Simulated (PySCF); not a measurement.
Ti(OH)4 cation (H4O4Ti), SMILES [Ti]([OH])([OH])([OH])[OH] (connectivity only; charge and spin as stated), charge +1, multiplicity 2.

The structure is a stationary point at ωB97X-D3(BJ)/def2-SVP. The multiplicity is an assumed one; no other spin state was optimised. The isomer is the one that the SMILES or the coordinates give; other isomers of the formula were not compared. Other conformers were not sampled.

Method: TDA-CAM-B3LYP/def2-SVPD (PySCF).

Vertical excitations. The molecule is in vacuum.

Q: List the lowest excited states. (Estimate from the structure and the level; the computed values follow.)

A: 
```json
[
 {"state": "root 1", "energy (eV)": "0.76", "λ (nm)": "1635", "f": "0.000", "main pairs": "β HOMO−6→LUMO 84 %"},
 {"state": "root 2", "energy (eV)": "2.31", "λ (nm)": "537", "f": "0.000", "main pairs": "β HOMO→LUMO 96 %"},
 {"state": "root 3", "energy (eV)": "2.93", "λ (nm)": "423", "f": "0.012", "main pairs": "β HOMO−1→LUMO 83 %"},
 {"state": "root 4", "energy (eV)": "3.06", "λ (nm)": "405", "f": "0.001", "main pairs": "β HOMO−2→LUMO 80 %"},
 {"state": "root 5", "energy (eV)": "3.16", "λ (nm)": "393", "f": "0.023", "main pairs": "β HOMO−3→LUMO 86 %"},
 {"state": "root 6", "energy (eV)": "3.61", "λ (nm)": "344", "f": "0.001", "main pairs": "β HOMO−4→LUMO 79 %"},
 {"state": "root 7", "energy (eV)": "3.69", "λ (nm)": "336", "f": "0.007", "main pairs": "β HOMO−5→LUMO 84 %"},
 {"state": "root 8", "energy (eV)": "4.72", "λ (nm)": "263", "f": "0.001", "main pairs": "β HOMO−10→LUMO 96 %"},
 {"state": "root 9", "energy (eV)": "5.34", "λ (nm)": "232", "f": "0.000", "main pairs": "α HOMO→LUMO+1 26 %, α HOMO→LUMO 14 %, β HOMO→LUMO+1 43 %"},
 {"state": "root 10", "energy (eV)": "5.44", "λ (nm)": "228", "f": "0.000", "main pairs": "α HOMO→LUMO 37 %, α HOMO→LUMO+1 27 %, β HOMO→LUMO+2 19 %"}
]
```
Unrestricted roots are not spin-pure.
